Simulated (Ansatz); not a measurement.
The cluster HfO4H4. Charge 0, multiplicity 1. Geometry r2SCAN-D4/def2-SVP, basis def2-TZVP, Ansatz.

```xyz
9

Hf    0.355   -0.067    0.128
O    -0.463   -0.390   -1.995
O    -0.544    1.625    0.394
O    -0.795   -1.374   -0.937
O     0.773   -0.971    1.770
H    -1.333    0.003   -2.190
H    -0.962    2.348    0.862
H     2.030    0.277   -0.614
H     0.939   -1.451    2.582
```

```csv
run,HOMO (eV),LUMO (eV)
A,-6.30,-2.26
B,-7.44,-0.89
C,-7.64,-0.49
D,-7.87,-0.28
E,-7.09,-1.04
F,-6.56,-1.58
```

In the def2 sets Hf takes a core potential; there is no spin–orbit coupling. B3LYP takes the VWN-RPA correlation. The structure holds one bond between oxygen atoms, so isomers without such links may lie far lower. The structure comes from a short search, and lower isomers may exist.

**Question.** The runs used B3LYP, LDA (SPW92), PBE0, r2SCAN, r2SCAN0, r2SCANh. Estimate which is which.

**Answer.** A LDA (SPW92) (0 % exact exchange); B B3LYP (20 % exact exchange); C PBE0 (25 % exact exchange); D r2SCAN0 (25 % exact exchange); E r2SCANh (10 % exact exchange); F r2SCAN (0 % exact exchange). Exact exchange lowers occupied and raises empty levels; among semilocal functionals meta-GGAs tend to open the gap a little, and such runs are hard to tell apart. The gap grows from 4.04 eV (LDA (SPW92)) to 7.59 eV (r2SCAN0).
